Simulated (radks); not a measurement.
The numbers below are computed, except where a source is named.
Neutral calcium inside a hard spherical wall (all orbitals vanish at R), configuration held at [Ar] 4s2 and not refilled when levels cross. Level of theory: non-relativistic Kohn-Sham, LDA (Slater exchange, Perdew-Wang correlation), spin-unpolarised, spherical densities, point nucleus (a radial shooting solver on a logarithmic mesh with Libxc functionals). Eigenvalues in eV, with the zero of energy where the potential of the charges vanishes at infinity; a dash marks a level that is unbound or too diffuse for the functional's potential to be trusted. A positive occupied level is held by the wall or, in an anion where self-interaction has pushed it up, behind a barrier. The pressure on the wall is -dE/dV.

[
 {"R (bohr)": "free", "E (hartree)": "-675.73530", "kinetic (hartree)": "674.655", "e(2p)": "-334.30", "e(3s)": "-46.425", "e(3p)": "-28.037", "e(4s)": "-3.850", "e(3d, empty)": "-2.258", "e(4p, empty)": "-1.455", "pressure (GPa)": "0"},
 {"R (bohr)": "15", "E (hartree)": "-675.73529", "kinetic (hartree)": "674.655", "e(2p)": "-334.29", "e(3s)": "-46.423", "e(3p)": "-28.035", "e(4s)": "-3.848", "e(3d, empty)": "-2.256", "e(4p, empty)": "-1.447", "pressure (GPa)": "0.000145"},
 {"R (bohr)": "10", "E (hartree)": "-675.73313", "kinetic (hartree)": "674.674", "e(2p)": "-334.13", "e(3s)": "-46.264", "e(3p)": "-27.878", "e(4s)": "-3.730", "e(3d, empty)": "-2.115", "e(4p, empty)": "-1.188", "pressure (GPa)": "0.0499"},
 {"R (bohr)": "7", "E (hartree)": "-675.69749", "kinetic (hartree)": "674.860", "e(2p)": "-332.91", "e(3s)": "-45.120", "e(3p)": "-26.754", "e(4s)": "-2.665", "e(3d, empty)": "-1.087", "e(4p, empty)": "0.507", "pressure (GPa)": "1.68"},
 {"R (bohr)": "3.5", "E (hartree)": "-674.45956", "kinetic (hartree)": "678.871", "e(2p)": "-321.71", "e(3s)": "-36.181", "e(3p)": "-18.002", "e(4s)": "17.735", "e(3d, empty)": "8.973", "e(4p, empty)": "26.005", "pressure (GPa)": "301"},
 {"R (bohr)": "3", "E (hartree)": "-673.26755", "kinetic (hartree)": "682.603", "e(2p)": "-314.37", "e(3s)": "-31.245", "e(3p)": "-12.922", "e(4s)": "34.028", "e(3d, empty)": "15.258", "e(4p, empty)": "44.221", "pressure (GPa)": "907"},
 {"R (bohr)": "2.5", "E (hartree)": "-670.44344", "kinetic (hartree)": "691.120", "e(2p)": "-299.92", "e(3s)": "-21.700", "e(3p)": "-2.707", "e(4s)": "68.032", "e(3d, empty)": "27.479", "e(4p, empty)": "80.218", "pressure (GPa)": "3270"},
 {"R (bohr)": "2", "E (hartree)": "-662.74822", "kinetic (hartree)": "712.362", "e(2p)": "-270.47", "e(3s)": "0.086", "e(3p)": "20.910", "e(4s)": "146.64", "e(3d, empty)": "53.627", "e(4p, empty)": "159.29", "pressure (GPa)": "14900"}
]
